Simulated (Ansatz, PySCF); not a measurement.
Spin states of H2MoO2 (SMILES [OH][Mo][OH]), each relaxed with B3LYP-D3(BJ)/def2-TZVP.
State 1 (charge 0, multiplicity 5):
```xyz
5

Mo     0.1709    -0.6665     0.0324
O      1.4889     0.3196    -0.9484
H      1.3594     0.6480    -1.8459
O     -1.4948    -0.3625     0.9289
H     -1.5782     0.0909     1.7759
```
State 2 (charge 0, multiplicity 3):
```
atom    x (Å)    y (Å)    z (Å)
----  -------  -------  -------
Mo     0.2691  -0.1189   0.2445
O      1.3521   0.2209  -1.1931
H      1.6188   0.4839  -2.0756
O     -1.1905  -0.2908   1.3377
H     -2.1033  -0.2654   1.6294
```

Singlets are restricted, other states unrestricted; no spin–orbit coupling, no relativity up to Kr; see below for the cores. The largest T1 diagnostic is 0.027.

Correlated levels freeze the inner cores; with def2 sets outer-core shells near the valence are correlated too.

Codes used: Ansatz (an electronic-structure program) with Gaussian orbitals; PySCF for the dispersion terms.  In def2 rows elements past Kr take small-core potentials, without spin–orbit coupling.

```
level                   energy of the multiplicity-3 state less that of the multiplicity-5 state (kcal/mol)
----------------------  -----------------------------------------------------------------------------------
SVWN5/def2-TZVPP                                                                                       0.02
BLYP-D3(BJ)/def2-TZVPP                                                                                 2.21
r2SCAN-D4/def2-TZVPP                                                                                  16.17
BHLYP-D4/def2-TZVPP                                                                                   10.77
CAM-B3LYP/def2-TZVPP                                                                                   5.48
wB97M-V/def2-TZVPP                                                                                     4.74
B2PLYP/def2-TZVPP                                                                                      6.12
B2PLYP-D4/def2-TZVPP                                                                                   6.12
CCSD(T)/def2-SVP                                                                                        ___
```

**Question.** Fill in the missing entries.

**Answer.** 
- CCSD(T)/def2-SVP, energy of the multiplicity-3 state less that of the multiplicity-5 state (kcal/mol): 6.72
